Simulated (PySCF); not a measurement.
Species: CH₁₀N₂Si₂.
Cartesian coordinates in Å at the GFN2-xTB level; atoms count from 1:
```
atom  x, y, z in Å
N1    -0.8936   -0.6346   -1.5362
Si2   -0.6627    0.6179   -0.3725
N3    -2.2840    1.0817    0.0082
C4     0.3923   -0.1562    1.0122
Si5    2.1751   -0.5828    0.5424
H6    -1.5136   -0.4383   -2.3051
H7    -0.0767   -1.1179   -1.8708
H8    -0.0409    1.8724   -0.8248
H9    -2.4238    1.8110    0.6871
H10   -2.9596    0.3488    0.1533
H11    0.4147    0.5332    1.8574
H12   -0.1011   -1.0595    1.3733
H13    2.8692   -1.1908    1.6843
H14    2.8931    0.6312    0.1435
H15    2.2072   -1.5356   -0.5741
```

Level of theory: PBE0/def2-SVPD in PySCF (dipole) on a GFN2-xTB geometry, gas phase.

Take the most abundant isotopes and a rigid rotor. The values belong to one conformer with, in the numbering `[NH2:1][SiH:2]([NH2:3])[CH2:4][SiH3:5]`, H–N1–Si2–N3 50° and -176°, N1–Si2–N3–H 180° and 44°, N1–Si2–C4–Si5 68°.

Give the principal moments of inertia and the rotational constants in GHz.

Ia = 84.55, Ib = 333.98, Ic = 384.89 u·Å²; 505379 MHz·u·Å²/I gives 5978, 1513 and 1313 MHz, that is A = 5.9776, B = 1.5132, C = 1.3130 GHz.

Classify the top.

A near-prolate asymmetric top. Ray's parameter κ = (2B − A − C)/(A − C) = -0.914; −1 is the prolate and +1 the oblate limit.

What does the inertial defect say?

Not planar: Δ = Ic − Ia − Ib = -33.63 u·Å². For a rigid frame Δ = −2 Σ m c², so Σ m c² = 16.82 u·Å² lies off the ab plane: 9.64 from hydrogen and 7.17 from heavier atoms. The atom farthest from that plane is 1.79 Å away.

Give the other two planar moments, Paa and Pbb, and the rms extents of the mass along the axes.

Paa = Σ m a² = (Ib + Ic − Ia)/2 = 317.16 and Pbb = Σ m b² = (Ia + Ic − Ib)/2 = 67.73 u·Å². With the mass M = 106.04 u, the rms extents √(P/M) along a, b and c are 1.73, 0.80, 0.40 Å.

List the rotational levels J(Ka,Kc) to J = 4 (cm⁻¹).

Above 0(0,0):
J = 1: 1(0,1) 0.0943, 1(1,1) 0.2432, 1(1,0) 0.2499
J = 2: 2(0,2) 0.2826, 2(1,2) 0.4251, 2(1,1) 0.4451, 2(2,1) 0.8918, 2(2,0) 0.8921
J = 3: 3(0,3) 0.5645, 3(1,3) 0.6977, 3(1,2) 0.7378, 3(2,2) 1.1747, 3(2,1) 1.1757, 3(3,1) 1.9361, 3(3,0) 1.9361
J = 4: 4(0,4) 0.9395, 4(1,4) 1.0610, 4(1,3) 1.1278, 4(2,3) 1.5516, 4(2,2) 1.5549, 4(3,2) 2.3136, 4(3,1) 2.3136, 4(4,1) 3.3790, 4(4,0) 3.3790

Which types of transition are allowed, and where do some lines up to J = 3 fall?

The dipole components are |μa| = 0.48 D, |μb| = 0.36 D, |μc| = 0.61 D. Intensities carry the squares of the components, which stand as 0.62 : 0.35 : 1.00 (a : b : c). Some lines, for components of 0.1 D or more:

```json
{"type": "a", "branch": "R", "J(Ka,Kc)": "1(0,1) ← 0(0,0)", "MHz": "2826", "lower level (cm⁻¹)": "0.000"}
{"type": "c", "branch": "Q", "J(Ka,Kc)": "3(1,3) ← 3(0,3)", "MHz": "3993", "lower level (cm⁻¹)": "0.565"}
{"type": "b", "branch": "R", "J(Ka,Kc)": "3(0,3) ← 2(1,2)", "MHz": "4182", "lower level (cm⁻¹)": "0.425"}
{"type": "c", "branch": "Q", "J(Ka,Kc)": "2(1,2) ← 2(0,2)", "MHz": "4271", "lower level (cm⁻¹)": "0.283"}
{"type": "b", "branch": "Q", "J(Ka,Kc)": "1(1,0) ← 1(0,1)", "MHz": "4665", "lower level (cm⁻¹)": "0.094"}
{"type": "a", "branch": "R", "J(Ka,Kc)": "2(1,2) ← 1(1,1)", "MHz": "5452", "lower level (cm⁻¹)": "0.243"}
{"type": "a", "branch": "R", "J(Ka,Kc)": "2(0,2) ← 1(0,1)", "MHz": "5646", "lower level (cm⁻¹)": "0.094"}
{"type": "a", "branch": "R", "J(Ka,Kc)": "2(1,1) ← 1(1,0)", "MHz": "5853", "lower level (cm⁻¹)": "0.250"}
{"type": "b", "branch": "R", "J(Ka,Kc)": "1(1,1) ← 0(0,0)", "MHz": "7291", "lower level (cm⁻¹)": "0.000"}
{"type": "a", "branch": "R", "J(Ka,Kc)": "3(0,3) ← 2(0,2)", "MHz": "8452", "lower level (cm⁻¹)": "0.283"}
{"type": "a", "branch": "R", "J(Ka,Kc)": "3(2,1) ← 2(2,0)", "MHz": "8505", "lower level (cm⁻¹)": "0.892"}
{"type": "a", "branch": "R", "J(Ka,Kc)": "3(1,2) ← 2(1,1)", "MHz": "8775", "lower level (cm⁻¹)": "0.445"}
{"type": "c", "branch": "Q", "J(Ka,Kc)": "3(2,2) ← 3(1,2)", "MHz": "13097", "lower level (cm⁻¹)": "0.738"}
{"type": "c", "branch": "Q", "J(Ka,Kc)": "2(2,1) ← 2(1,1)", "MHz": "13393", "lower level (cm⁻¹)": "0.445"}
{"type": "b", "branch": "Q", "J(Ka,Kc)": "2(2,0) ← 2(1,1)", "MHz": "13400", "lower level (cm⁻¹)": "0.445"}
{"type": "c", "branch": "R", "J(Ka,Kc)": "3(1,2) ← 2(0,2)", "MHz": "13646", "lower level (cm⁻¹)": "0.283"}
{"type": "b", "branch": "Q", "J(Ka,Kc)": "2(2,1) ← 2(1,2)", "MHz": "13994", "lower level (cm⁻¹)": "0.425"}
{"type": "b", "branch": "Q", "J(Ka,Kc)": "3(2,2) ← 3(1,3)", "MHz": "14298", "lower level (cm⁻¹)": "0.698"}
{"type": "b", "branch": "R", "J(Ka,Kc)": "2(2,1) ← 1(1,0)", "MHz": "19246", "lower level (cm⁻¹)": "0.250"}
{"type": "c", "branch": "R", "J(Ka,Kc)": "3(2,1) ← 2(1,1)", "MHz": "21905", "lower level (cm⁻¹)": "0.445"}
{"type": "b", "branch": "Q", "J(Ka,Kc)": "3(3,1) ← 3(2,2)", "MHz": "22826", "lower level (cm⁻¹)": "1.175"}
{"type": "b", "branch": "R", "J(Ka,Kc)": "3(3,1) ← 2(2,0)", "MHz": "31298", "lower level (cm⁻¹)": "0.892"}
{"type": "c", "branch": "R", "J(Ka,Kc)": "3(3,0) ← 2(2,0)", "MHz": "31298", "lower level (cm⁻¹)": "0.892"}
{"type": "c", "branch": "R", "J(Ka,Kc)": "3(3,1) ← 2(2,1)", "MHz": "31305", "lower level (cm⁻¹)": "0.892"}
{"type": "b", "branch": "R", "J(Ka,Kc)": "3(3,0) ← 2(2,1)", "MHz": "31305", "lower level (cm⁻¹)": "0.892"}
```

Estimate the classical rotational partition function at 100 K, 298.15 K and 500 K.

Point group C1, symmetry number σ = 1; q = (√π/σ)·√((kT/h)³/(ABC)), k/h = 20836.6 MHz/K: 48900 at 100 K, 252000 at 298.15 K, 547000 at 500 K.

Stationary, but not proved a minimum. These are rigid-rotor constants of the computed structure; measured ground-state constants (B0) also hold zero-point vibration. A rigid rotor knows nothing of inversion at nitrogen or internal rotation, which can split or shift real lines. Quadrupole hyperfine structure (14N) is left out.
